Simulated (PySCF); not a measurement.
## Shifts of the heteroatoms

Geometry:
```
atom   x (Å)   y (Å)   z (Å)
  O1   1.923   1.582   1.207
  C2   2.223   0.551   0.672
  O3   1.550  -0.042  -0.270
 Si4   0.072   0.580  -0.847
  O5  -0.202  -0.194  -2.231
  O6   0.288   2.161  -1.154
  C7  -1.277   0.101   0.376
 Si8  -1.318  -1.759   0.778
  H9   3.137  -0.014   0.930
 H10   0.336  -0.029  -3.002
 H11   0.662   2.706  -0.460
 H12  -1.136   0.660   1.301
 H13  -2.243   0.403  -0.022
 H14  -2.411  -1.981   1.732
 H15  -0.059  -2.167   1.409
 H16  -1.552  -2.549  -0.430
```

All values are calculated (PySCF 2.14.0 with density-fitted response routines): GIAO PBE0/pcSseg-1 shieldings, GFN2-xTB structure. Fast rotation and ring inversion assumed for equivalent nuclei, gas phase, non-relativistic Hamiltonian, single conformer.

Q: What are the 29Si shifts?

A: 
| atoms | environment | σ (ppm) | δ (ppm) |
| --- | --- | --- | --- |
| Si4 | silicon bonded to C, 3 O | 385.6 | -37.0 |
| Si8 | silicon bonded to C, 3 H | 423.4 | -68.0 |

Shieldings were converted by a linear fit to measured shifts: 29Si: δ = 279.94 − 0.822σ (rms 8.9 ppm, 72 shifts, 25.8 ppm with the 6 outliers that the fit left out vs TMS, solution or neat liquid). A few per cent of atoms miss by over 2 rms, more outside the fitted compound classes.

On a 500 MHz spectrometer 29Si resonates near 99.3 MHz, so 1 ppm is 99.3 Hz.

Q: Where does 17O resonate?

A: 
```json
{"atoms": "O1", "environment": "carbonyl oxygen", "σ (ppm)": "-109.2", "δ (ppm)": "366.2"}
{"atoms": "O3", "environment": "oxygen bonded to C, Si", "σ (ppm)": "85.9", "δ (ppm)": "188.5"}
{"atoms": "O5/O6", "environment": "oxygen bonded to Si, H", "σ (ppm)": "274.9", "δ (ppm)": "16.3"}
```

Shieldings were converted by a linear fit to measured shifts: 17O: δ = 266.70 − 0.911σ (rms 10.7 ppm, 155 shifts, 12.2 ppm with the 3 outliers that the fit left out vs liquid water, solution or neat liquid). A few per cent of atoms miss by over 2 rms, more outside the fitted compound classes.

On a 300 MHz spectrometer 17O resonates near 40.7 MHz, so 1 ppm is 40.7 Hz.
